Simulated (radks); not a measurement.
All-electron atom: Ge in [Ar] 3d10 4s2 4p1 5f1 (not the ground configuration). All-electron calculation, scalar-relativistic Kohn-Sham, PBEsol, spin-polarised, spherical densities, finite nucleus; open shells are filled with parallel spins first; Fermi nuclear charge, rms radius 4.0742 fm. Program: a radial shooting solver on a logarithmic mesh with Libxc functionals.

Unscreened Slater integrals over Kohn-Sham orbitals (eV). They are taken over the spin-up orbitals.

F0(5f,5f): 0.85189
F2(5f,5f): 0.45510
F4(5f,5f): 0.32544
F6(5f,5f): 0.25581
F0(5f,4p): 1.1966
F2(5f,4p): 0.053182
G2(5f,4p): 0.0064275
G4(5f,4p): 0.0041248
F0(5f,4s): 1.1969
G3(5f,4s): 0.0017428
F0(5f,3d): 1.1970
F2(5f,3d): 0.0052155
F4(5f,3d): 0.00023420
G1(5f,3d): 6.5374e-05
G3(5f,3d): 3.6138e-05
G5(5f,3d): 2.4436e-05
F0(4p,4p): 9.7168
F2(4p,4p): 5.0705
F0(4p,4s): 10.692
G1(4p,4s): 6.9338
F0(4p,3d): 12.676
F2(4p,3d): 2.4368
G1(4p,3d): 0.91622
G3(4p,3d): 0.78272
F0(4s,4s): 12.086
F0(4s,3d): 15.405
G2(4s,3d): 1.4945
F0(3d,3d): 34.278
F2(3d,3d): 15.934
F4(3d,3d): 9.9281

Derived for the open shells (J is the average intra-shell exchange parameter used in DFT+U). 4p: J = F2/5 = 1.014 eV. 5f: F4/F2 = 0.715, F6/F2 = 0.562, J = (286 F2 + 195 F4 + 250 F6)/6435 = 0.04003 eV.
